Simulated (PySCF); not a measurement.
## Electron correlation in F (fluorine, neutral)

[He] 2s2 2p5, 2P determinant. All numbers are calculated (PySCF 2.14, no relativity, point nucleus, in dyall-av3z (15s9p3d2f, 71 functions)). Frozen: 1s2; 7 electrons correlated; the 14 highest virtual orbitals of each spin left out.

| level | correlation energy (mhartree) |
| --- | --- |
| CCSD | -223.05 |
| (T) | -4.60 |
| CCSD(T) | -227.65 |

Diagnostics: T1 = 0.0076, D1 = 0.0126, largest double amplitude 0.022.

Task: Is a single reference adequate?

Result: Yes: T1 lies below 0.03 and no double amplitude reaches 0.07.
